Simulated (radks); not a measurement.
Ionisation of neutral rubidium, [Kr] 5s1, to [Kr] as the strength of local exchange is varied. Calculated with a radial shooting solver on a logarithmic mesh with Libxc functionals: scalar-relativistic Kohn-Sham, Slater X-alpha exchange (alpha = 2/3 is LDA exchange), no correlation, spin-polarised, spherical densities, finite nucleus; open shells are filled with parallel spins first (spin-orbit coupling, left out, can overturn this in heavy ions); Fermi nuclear charge, rms radius 4.2036 fm.

| alpha | E(Rb) (hartree) | exchange (hartree) | IE (eV) | -e of the level emptied (eV) | <r> of it (bohr) |
|---|---|---|---|---|---|
| 0.585 | -2962.80511 | -81.88479 | 3.593 | 1.811 (5s) | 5.499 |
| 0.596 | -2964.34709 | -83.46618 | 3.634 | 1.851 (5s) | 5.469 |
| 0.667 | -2974.31843 | -93.71014 | 3.904 | 2.116 (5s) | 5.283 |
| 0.821 | -2996.05658 | -116.14852 | 4.521 | 2.739 (5s) | 4.933 |
| 0.942 | -3013.24222 | -133.98868 | 5.036 | 3.272 (5s) | 4.698 |

NIST Atomic Spectra Database: 4.177 eV (measured). The Delta-SCF value meets it near alpha = 0.74.
